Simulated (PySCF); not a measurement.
silane (H4Si), singlet, at a GFN2-xTB geometry; CAMB3LYP/3-21G (PySCF).

Here is a job for PySCF.
```python
from pyscf import gto, scf, dft

mol = gto.M(
    atom='''
Si   -0.00000000    0.00000000   -0.00000000
H     0.85687118    0.83207387    0.84090169
H    -0.85685565   -0.82713035    0.84578045
H    -0.82961346    0.85438800   -0.84584481
H     0.82959793   -0.85933152   -0.84083733
''',
    basis='3-21g',
    verbose=5,
)

mf = dft.RKS(mol)
mf.xc = 'camb3lyp'
mf.kernel()
```

**Question.** Predict the main parts of the log of this PySCF run.

**Answer.** 
```
PySCF version 2.14.0

[INPUT] verbose = 5
[INPUT] max_memory = 4000
[INPUT] num. atoms = 5
[INPUT] num. electrons = 18
[INPUT] charge = 0
[INPUT] spin (= nelec alpha-beta = 2S) = 0
[INPUT] symmetry False subgroup None
[INPUT] Mole.unit = angstrom
[INPUT] Symbol           X                Y                Z      unit          X                Y                Z       unit  Magmom
[INPUT]  1 Si     0.000000000000   0.000000000000   0.000000000000 AA    0.000000000000   0.000000000000   0.000000000000 Bohr   0.0
[INPUT]  2 H      0.856871180000   0.832073870000   0.840901690000 AA    1.619251854233   1.572391729707   1.589073891784 Bohr   0.0
[INPUT]  3 H     -0.856855650000  -0.827130350000   0.845780450000 AA   -1.619222506786  -1.563049830816   1.598293412011 Bohr   0.0
[INPUT]  4 H     -0.829613460000   0.854388000000  -0.845844810000 AA   -1.567742228653   1.614559324115  -1.598415034785 Bohr   0.0
[INPUT]  5 H      0.829597930000  -0.859331520000  -0.840837330000 AA    1.567712881206  -1.623901223006  -1.588952269011 Bohr   0.0
[INPUT] ---------------- BASIS SET ----------------
[INPUT] l, kappa, [nprim/nctr], expnt,             c_1 c_2 ...
[INPUT] H
[INPUT] 0    0    [2    /1   ]  5.447178          0.156285
                                0.824547          0.904691
[INPUT] 0    0    [1    /1   ]  0.183192             1
[INPUT] Si
[INPUT] 0    0    [3    /1   ]  910.655           0.0660823
                                137.336           0.386229
                                29.7601           0.67238
[INPUT] 0    0    [3    /1   ]  36.6716           -0.104511
                                8.31729           0.10741
                                2.21645           0.951446
[INPUT] 0    0    [2    /1   ]  1.07913           -0.376108
                                0.302422          1.25165
[INPUT] 0    0    [1    /1   ]  0.0933392            1
[INPUT] 1    0    [3    /1   ]  36.6716           0.113355
                                8.31729           0.457578
                                2.21645           0.607427
[INPUT] 1    0    [2    /1   ]  1.07913           0.067103
                                0.302422          0.956883
[INPUT] 1    0    [1    /1   ]  0.0933392            1

nuclear repulsion = 21.6183353073154
number of shells = 15
number of NR pGTOs = 39
number of NR cGTOs = 21
basis = 3-21g
ecp = {}

******** <class 'pyscf.dft.rks.RKS'> ********
method = RKS
initial guess = minao
damping factor = 0
level_shift factor = 0
DIIS = <class 'pyscf.scf.diis.CDIIS'>
diis_start_cycle = 1
diis_space = 8
diis_damp = 0
SCF conv_tol = 1e-09
SCF conv_tol_grad = None
SCF max_cycles = 50
direct_scf = True
direct_scf_tol = 1e-13
XC library pyscf.dft.libxc version 7.1.2
    S. Lehtola, C. Steigemann, M. J. T. Oliveira, and M. A. L. Marques,  SoftwareX 7, 1–5 (2018)
XC functionals = camb3lyp
    T. Yanai, D. P. Tew, and N. C. Handy,  Chem. Phys. Lett. 393, 51 (2004)
radial grids:
    Treutler-Ahlrichs [JCP 102, 346 (1995); DOI:10.1063/1.469408] (M4) radial grids

becke partition: Becke, JCP 88, 2547 (1988); DOI:10.1063/1.454033
pruning grids: <function nwchem_prune>
grids dens level: 3
symmetrized grids: False
atomic radii adjust function: <function treutler_atomic_radii_adjust>
small_rho_cutoff = 0
Set gradient conv threshold to 3.16228e-05
Initial guess from minao.
atom Si rad-grids = 80, ang-grids = [ 50  50  50  50  50  50  50  50  50  50  50  50  50  50  50  50  50  50
  50  50  50  50  50  86  86  86  86  86  86  86  86  86  86  86  86  86
 350 350 350 350 350 350 350 350 434 434 434 434 434 434 434 434 434 434
 434 434 434 434 434 434 434 434 350 350 350 350 350 350 350 350 350 350
 350 350 350 350 350 350 350 350]
atom H rad-grids = 50, ang-grids = [ 50  50  50  50  50  50  50  50  50  50  50  50  50  50  50  86  86  86
  86 266 266 266 266 266 302 302 302 302 302 302 302 302 302 302 302 302
 302 266 266 266 266 266 266 266 266 266 266 266 266 266]
tot_boxes 1728, boxes in each direction [10 10 10]
Padding 4 grids
tot grids = 58416
nelec by numeric integration = 17.976347801946922
E1 = -443.9202770344463  E2 = 132.44624683638088  Ecoul = 154.6180680035836  Exc = -22.17182116720273
init E= -289.85569489075
cond(S) = 126.3742511549116
  HOMO = -0.395350755848949  LUMO = 0.0775048081728012  gap/eV = 12.86706
  mo_energy =
[-65.68718939  -5.3150066   -3.66512621  -3.66512621  -3.6651262
  -0.73672466  -0.39535076  -0.39535076  -0.39535076   0.07750481
   0.07750482   0.07750482   0.15794508   0.34135401   0.34796338
   0.34796339   0.34796339   1.09815685   1.10928873   1.10928874
   1.10928875]
nelec by numeric integration = 18.00000026591824
E1 = -444.14013322811866  E2 = 132.20961872008377  Ecoul = 154.50875128926484  Exc = -22.299132569181054
cycle= 1 E= -290.312179200719  delta_E= -0.456  |g|= 0.0698  |ddm|= 1.52
  HOMO = -0.423800825381163  LUMO = 0.109938496047697  gap/eV = 14.52379
  mo_energy =
[-65.73967639  -5.33886351  -3.69583572  -3.69583572  -3.69583572
  -0.64695256  -0.42380083  -0.42380083  -0.42380083   0.1099385
   0.10993851   0.10993851   0.20942584   0.35768467   0.36187414
   0.36187415   0.36187415   1.14065098   1.15247655   1.15247656
   1.15247656]
nelec by numeric integration = 18.000000103908626
E1 = -444.5907905551409  E2 = 132.65834080890198  Ecoul = 154.98144247356632  Exc = -22.32310166466434
cycle= 2 E= -290.314114438924  delta_E= -0.00194  |g|= 0.0215  |ddm|= 0.147
  HOMO = -0.417348316727363  LUMO = 0.114589202094291  gap/eV = 14.47476
  mo_energy =
[-65.69912749  -5.30826912  -3.66475626  -3.66475626  -3.66475625
  -0.63729579  -0.41734832  -0.41734832  -0.41734832   0.1145892
   0.11458921   0.11458922   0.2168272    0.36242307   0.37015201
   0.37015202   0.37015202   1.1437496    1.15623982   1.15623983
   1.15623983]
nelec by numeric integration = 18.00000008518836
E1 = -444.42754312310194  E2 = 132.49492576203602  Ecoul = 154.8104861207044  Exc = -22.3155603586684
cycle= 3 E= -290.314282053751  delta_E= -0.000168  |g|= 0.00489  |ddm|= 0.0348
  HOMO = -0.418364008926731  LUMO = 0.114102962934468  gap/eV = 14.48916
  mo_energy =
[-65.70620204  -5.31341183  -3.67005172  -3.67005172  -3.67005172
  -0.63843301  -0.41836401  -0.41836401  -0.41836401   0.11410296
   0.11410298   0.11410298   0.21615213   0.36179247   0.36882891
   0.36882892   0.36882892   1.14375684   1.15612651   1.15612652
   1.15612652]
nelec by numeric integration = 18.000000075000028
E1 = -444.45454405054124  E2 = 132.52191777054713  Ecoul = 154.83920500270895  Exc = -22.31728723216183
cycle= 4 E= -290.314290972679  delta_E= -8.92e-06  |g|= 0.000166  |ddm|= 0.00956
  HOMO = -0.418367840402303  LUMO = 0.114102839911649  gap/eV = 14.48927
  mo_energy =
[-65.70620877  -5.31348915  -3.67012417  -3.67012417  -3.67012417
  -0.6384387   -0.41836784  -0.41836784  -0.41836784   0.11410284
   0.11410285   0.11410285   0.21615802   0.3617798    0.3687994
   0.36879941   0.36879941   1.14380158   1.15616675   1.15616676
   1.15616676]
nelec by numeric integration = 18.000000074434407
E1 = -444.4552986352823  E2 = 132.5226723426593  Ecoul = 154.84000492140078  Exc = -22.31733257874148
cycle= 5 E= -290.314290985308  delta_E= -1.26e-08  |g|= 8.95e-06  |ddm|= 0.000478
  HOMO = -0.418366366344625  LUMO = 0.114104191893647  gap/eV = 14.48926
  mo_energy =
[-65.70621146  -5.31348545  -3.67012076  -3.67012076  -3.67012076
  -0.63843615  -0.41836637  -0.41836637  -0.41836637   0.11410419
   0.1141042    0.11410421   0.2161592    0.36178129   0.36880142
   0.36880144   0.36880144   1.14380217   1.15616748   1.15616749
   1.15616749]
nelec by numeric integration = 18.000000074398642
E1 = -444.45525800175204  E2 = 132.52263170906832  Ecoul = 154.83996411723038  Exc = -22.317332408162063
cycle= 6 E= -290.314290985368  delta_E= -6.07e-11  |g|= 1.42e-06  |ddm|= 2.83e-05
  HOMO = -0.418366646827279  LUMO = 0.114104020599828  gap/eV = 14.48926
  mo_energy =
[-65.70621265  -5.31348662  -3.67012193  -3.67012193  -3.67012193
  -0.63843659  -0.41836665  -0.41836665  -0.41836665   0.11410402
   0.11410403   0.11410403   0.21615885   0.36178107   0.36880104
   0.36880105   0.36880105   1.1438022    1.15616747   1.15616748
   1.15616749]
nelec by numeric integration = 18.000000074393935
E1 = -444.4552651185877  E2 = 132.5226388259035  Ecoul = 154.83997172606266  Exc = -22.317332900159148
Extra cycle  E= -290.314290985369  delta_E= -4.55e-13  |g|= 3.84e-07  |ddm|= 4.06e-06
converged SCF energy = -290.314290985369
```
